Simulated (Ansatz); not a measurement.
Reaction (formal hydrolysis of the Sn–N bond): `C[N](C)[Sn][Cl]` + H₂O → `[OH][Sn][Cl]` + `CNC`

Program: Ansatz. Geometries: PBE0-D4/def2-TZVP. ΔE: electronic, gas phase. CBS: MP2 limit from def2 TZ/QZ plus the TZ coupled-cluster correction, frozen cores. This one scheme is used for every species. Functionals use def2-TZVPP. def2 core potentials past Kr. For Sn outer-core shells are correlated without core-valence functions, which leaves a few kJ/mol of doubt a bond. One conformer a species, not always the lowest.

Question: Is it downhill or uphill in electronic energy at CCSD(T)/CBS, and by how much? (Estimate.)

Answer: Ansatz gave: Nearly level: ΔE = -2.4 kJ/mol.

Question: What do these levels give: revPBE-D4, BLYP-D4, r2SCAN0-D4, ωB97M-V, B2PLYP, BLYP, BHLYP, CAM-B3LYP, CCSD(T)/def2-TZVPP, MP2/def2-QZVPP, SCS-MP2/def2-QZVPP, HF/CBS(def2)? (Estimate.)

Answer: Ansatz gave: revPBE-D4 -3.8, BLYP-D4 -6.7, r2SCAN0-D4 -10.3, ωB97M-V -13.9, B2PLYP -13.4, BLYP -24.1, BHLYP -23.9, CAM-B3LYP -23.0, CCSD(T)/def2-TZVPP -2.3, MP2/def2-QZVPP 3.0, SCS-MP2/def2-QZVPP -5.5, HF/CBS(def2) -34.9 kJ/mol.

Largest T1 diagnostic among the species: 0.017.

In def2-TZVPP, CCSD(T) changes the Hartree–Fock value by +31.3 kJ/mol (the triples alone add +5.6 kJ/mol) and MP2 by +37.0 kJ/mol. The D4 term adds +14.1 kJ/mol with B3LYP and +7.8 kJ/mol with PBE0; it sums over pairs of atoms, weighted by their polarisabilities, and B3LYP, whose exchange is more repulsive, gets the larger term.

B3LYP here is the variant with VWN-RPA as its local correlation; programs differ in this.
